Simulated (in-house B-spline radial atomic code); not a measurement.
Ionising neutral silver with different functionals

Computed with a radial B-spline atomic code at the basis-set limit: non-relativistic Hamiltonian, point nucleus, spin-polarised at highest spin, spherical fractional occupations for the functionals, and exact exchange of hybrids averaged over the configuration. The ionisation energy is the difference of two self-consistent energies, [Kr] 4d10 5s1 → [Kr] 4d10, without Breit or QED terms; ε is the level of the shell that loses the electron (its least bound occupied spin orbital). There is no spin-orbit coupling in this Hamiltonian.

```json
{"method": "PBE0", "rung": "global hybrid", "ΔSCF (eV)": "7.08", "-ε(5s) (eV)": "4.87"}
{"method": "B3LYP", "rung": "global hybrid", "ΔSCF (eV)": "7.34", "-ε(5s) (eV)": "4.85"}
{"method": "TPSSh", "rung": "global hybrid", "ΔSCF (eV)": "7.01", "-ε(5s) (eV)": "4.43"}
{"method": "M06-2X", "rung": "global hybrid", "ΔSCF (eV)": "6.94", "-ε(5s) (eV)": "5.26"}
{"method": "BHandHLYP", "rung": "global hybrid", "ΔSCF (eV)": "6.90", "-ε(5s) (eV)": "5.37"}
{"method": "r2SCAN0", "rung": "global hybrid", "ΔSCF (eV)": "7.03", "-ε(5s) (eV)": "5.07"}
{"method": "B97-1", "rung": "global hybrid", "ΔSCF (eV)": "?", "-ε(5s) (eV)": "?"}
{"method": "HSE06", "rung": "range-separated hybrid", "ΔSCF (eV)": "7.13", "-ε(5s) (eV)": "4.56"}
{"method": "wB97X", "rung": "range-separated hybrid", "ΔSCF (eV)": "?", "-ε(5s) (eV)": "?"}
{"method": "CAM-B3LYP", "rung": "range-separated hybrid", "ΔSCF (eV)": "7.19", "-ε(5s) (eV)": "5.95"}
{"method": "LC-wPBE", "rung": "range-separated hybrid", "ΔSCF (eV)": "6.77", "-ε(5s) (eV)": "6.77"}
```

Problem. What does B97-1 give?

Solution. ΔSCF 6.92 eV, and -ε(5s) = 4.53 eV.

Problem. What does wB97X give?

Solution. ΔSCF 6.73 eV, and -ε(5s) = 6.49 eV.

Problem. Among the functionals, which spreads more, the ΔSCF values or the orbital energies?

Solution. The orbital energies: ΔSCF values span about 0.61 eV and the orbital energies 2.35 eV.

Problem. How do they compare with the NIST value?

Solution. NIST lists 7.576 eV (measured, ground level to ground level). Errors run from -0.84 to -0.24 eV; B3LYP is closest (-0.24 eV), but part of that can be cancellation, since the calculations leave out relativity, Breit-QED terms.
